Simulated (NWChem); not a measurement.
CH₃BeI; SMILES [CH3][Be][I]

def2 effective core potentials on I; no spin-orbit coupling.

### Question
Give the equilibrium geometry at PBE0/def2-SVP with def2 effective core potentials on I (NWChem) as an XYZ file, with the point group.

### Answer
point group C3v; any orientation.
```
6

Be    -0.0004    -1.5577     0.0010
I      0.0015     0.6258     0.0008
C     -0.0008    -3.2291    -0.0028
H     -0.7847    -3.6392    -0.6637
H     -0.1796    -3.6463     1.0039
H      0.9620    -3.6403    -0.3541
```
